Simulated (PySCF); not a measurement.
# Deuteron quadrupole couplings in `C#C[Si@]1(OC)CCC[SiH2]1`

C6H12OSi2.
Atom-mapped SMILES: `[CH:1]#[C:2][Si@:3]1([O:4][CH3:5])[CH2:6][CH2:7][CH2:8][SiH2:9]1` (hydrogens: H10 on C1; H11, H12, H13 on C5; H14, H15 on C6; H16, H17 on C7; H18, H19 on C8; H20, H21 on Si9)

Structure used (PBE0-D3(BJ)/def2-SVP), in Å, numbered top down from 1:
```xyz
21
C6H12OSi2 angstrom
C      2.7626    1.0962    1.6085
C      1.8507    0.7984    0.8573
Si     0.4684    0.2953   -0.2486
O      0.9379    0.4382   -1.8404
C      2.0349   -0.2313   -2.3979
C     -1.0808    1.3248    0.0508
C     -1.9407    0.6147    1.1072
C     -2.1995   -0.8577    0.7469
Si    -0.5287   -1.7239    0.4156
H      3.5676    1.3645    2.2697
H      1.9137   -1.3297   -2.3502
H      2.9799    0.0317   -1.8894
H      2.1220    0.0568   -3.4564
H     -1.6195    1.3736   -0.9125
H     -0.8423    2.3596    0.3410
H     -1.4289    0.6662    2.0855
H     -2.8968    1.1485    1.2429
H     -2.7948   -0.9138   -0.1818
H     -2.7862   -1.3672    1.5274
H      0.0429   -2.3198    1.6636
H     -0.6291   -2.7936   -0.6258
```

Level: PBE0/pcSseg-1 (PySCF, non-relativistic); Q(2H) = 0.00286 b; rigid geometry, the same for H and D, with no vibrational averaging.

Question: Rank these positions by the coupling χzz of a deuteron there, largest first.
A. H17 (methylene hydrogen)
B. H20 (Si–H hydrogen)
C. H11 (methyl hydrogen)
D. H10 (alkyne hydrogen)
E. H19 (methylene hydrogen)

Answer: D (227 kHz), E (199 kHz), A (192 kHz), C (184 kHz), B (95 kHz).

What are Vzz, η and χzz (234.96 MHz × Q × Vzz) at all hydrogens?

```csv
atom,bonded to,bond length (Å),Vzz (au),η,χzz (kHz)
H10,C1,1.076,0.3383,0.01,227
H11,C5,1.106,0.2741,0.09,184
H12,C5,1.105,0.2741,0.08,184
H13,C5,1.100,0.2853,0.07,192
H14,C6,1.105,0.2877,0.03,193
H15,C6,1.101,0.2960,0.03,199
H16,C7,1.105,0.2795,0.01,188
H17,C7,1.103,0.2864,0.02,192
H18,C8,1.105,0.2888,0.03,194
H19,C8,1.101,0.2963,0.03,199
H20,Si9,1.496,0.1420,0.03,95
H21,Si9,1.496,0.1423,0.03,96
```

Average by the element that carries the hydrogen.

on C: 195 kHz over 10 positions, mean bond length 1.101 Å; on Si: 96 kHz over 2 positions, mean bond length 1.496 Å.

How does χzz go with the bond length over the 10 C–H bonds?

A straight-line fit has a slope of -13.1 kHz for each 0.01 Å, with a correlation coefficient of -0.95, over lengths from 1.076 to 1.106 Å. The longer bonds have the smaller couplings here.

A static deuteron (I = 1) shows a doublet split by (3/2)χ, (3/4)χ(1 + η) and (3/4)χ(1 − η) with the field along z, y and x of the gradient. What are these for H16?

With |χ| = 187.8 kHz and η = 0.005: 282, 142 and 140 kHz, to first order and without motion.

Isolated species at its PBE0-D3(BJ)/def2-SVP geometry (one conformer only). The basis is small and wasn't made for field gradients, so the couplings can be 20 % off.
